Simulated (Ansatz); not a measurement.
Program: Ansatz. Geometries: PBE0-D4/def2-TZVP. ΔE: electronic, gas phase. CBS: MP2 limit from def2 TZ/QZ plus the TZ coupled-cluster correction, frozen cores. Functionals use def2-TZVPP. B3LYP here is the variant with VWN-RPA as its local correlation; programs differ in this. For Se outer-core shells are correlated without core-valence functions, which leaves a few kJ/mol of doubt a bond. Scalar relativity is left out up to krypton. One conformer a species, not always the lowest.

Reaction (ligand exchange at the Si–Se bond): `C[SiH2][Se]C` + `S[SiH](Cl)Cl` → `C[SiH2]S[SiH](Cl)Cl` + `C[SeH]`

`C[SiH2][Se]C`:

Z-matrix (Å, degrees):
```
C
Si 1 1.868
H 1 1.092 2 111.0
H 1 1.093 2 110.3 3 119.6
H 1 1.092 2 110.6 3 -120.2
Se 2 2.273 1 113.0 3 60.7
H 2 1.490 1 109.4 3 -61.0
H 2 1.486 1 111.1 3 178.2
C 6 1.958 2 97.0 1 -65.2
H 9 1.088 6 110.6 2 66.2
H 9 1.089 6 106.5 2 -175.0
H 9 1.088 6 110.2 2 -56.4
```

`S[SiH](Cl)Cl`:

Cartesian coordinates in Å:
```
S -0.773 0.852 1.284
Si -0.033 -0.230 -0.374
Cl -1.422 -0.006 -1.845
Cl 1.774 0.482 -1.005
H 0.305 0.567 2.038
H 0.149 -1.666 -0.097
```

`C[SiH2]S[SiH](Cl)Cl`:

Cartesian coordinates in Å:
```
C -1.125 -1.241 -0.350
Si -1.314 0.571 0.022
S 0.349 1.764 -0.677
Si 2.001 0.780 0.168
Cl 1.635 0.163 2.085
Cl 2.553 -0.876 -0.902
H -0.931 -1.403 -1.412
H -0.307 -1.683 0.222
H -2.049 -1.761 -0.081
H -2.450 1.166 -0.726
H -1.504 0.812 1.473
H 3.143 1.709 0.178
```

`C[SeH]`:

```xyz
6

C     0.509    0.196   -0.019
Se   -1.039   -0.773   -0.700
H     0.266    1.244    0.139
H     1.275    0.116   -0.790
H     0.873   -0.261    0.898
H    -1.885   -0.521    0.473
```

| level | ΔE (kJ/mol) | difference from CCSD(T)/CBS |
| --- | --- | --- |
| PBE-D4 | -9.4 | -1.9 |
| r2SCAN-D4 | -9.2 | -1.7 |
| PBE0-D4 | -9.9 | -2.4 |
| B3LYP-D4 | -11.4 | -3.9 |
| B2PLYP | -5.4 | 2.1 |
| PBE | -3.5 | 4.0 |
| r2SCAN | -7.4 | 0.1 |
| PBE0 | -4.3 | 3.2 |
| B3LYP | -1.9 | 5.6 |
| HF/def2-TZVPP | -1.8 | 5.7 |
| MP2/def2-TZVPP | -10.1 | -2.6 |
| CCSD/def2-TZVPP | -6.9 | 0.6 |
| CCSD(T)/def2-TZVPP | -8.6 | -1.1 |
| MP2/def2-QZVPP | -9.5 | -2.0 |
| SCS-MP2/def2-QZVPP | -8.1 | -0.6 |
| MP2/CBS(def2) | -9.0 | -1.5 |
| CCSD(T)/CBS | -7.5 | 0 |

Largest T1 diagnostic among the species: 0.010.

In def2-TZVPP, CCSD(T) changes the Hartree–Fock value by −6.8 kJ/mol (the triples alone add −1.7 kJ/mol) and MP2 by −8.3 kJ/mol. The D4 term adds −9.5 kJ/mol with B3LYP and −5.6 kJ/mol with PBE0; it sums over pairs of atoms, weighted by their polarisabilities, and B3LYP, whose exchange is more repulsive, gets the larger term.
